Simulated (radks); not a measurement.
Q: Coherent X-ray form factor from a spherical all-electron density. All-electron calculation, Dirac Kohn-Sham, PBE, spin-unpolarised, spherical densities, finite nucleus; Fermi nuclear charge, rms radius of each element as measured or else 0.836 A^(1/3) + 0.57 fm. Program: a radial shooting solver on a logarithmic mesh with Libxc functionals.

sin(theta)/lambda (1/angstrom),f0 (electrons)
0.05,74.052
0.1,71.519
0.15,68.073
0.2,64.309
0.25,60.570
0.3,57.002
0.4,50.550
0.5,45.018
0.6,40.289
0.8,32.630
1,26.744
1.25,21.458
1.5,18.048
2,14.239

The species is in the configuration that NIST lists as its ground one. Which atom or ion scatters so?

A: The osmium ion Os+, [Xe] 4f14 5d6 6s1. Extrapolating in s^2 from the first two rows gives f0(0) = 74.9, near the electron count 75; among species with that count, the fall with angle is slower the higher Z, and the table is that of Z = 76; from so few rows the species is fixed only to a neighbour or two.
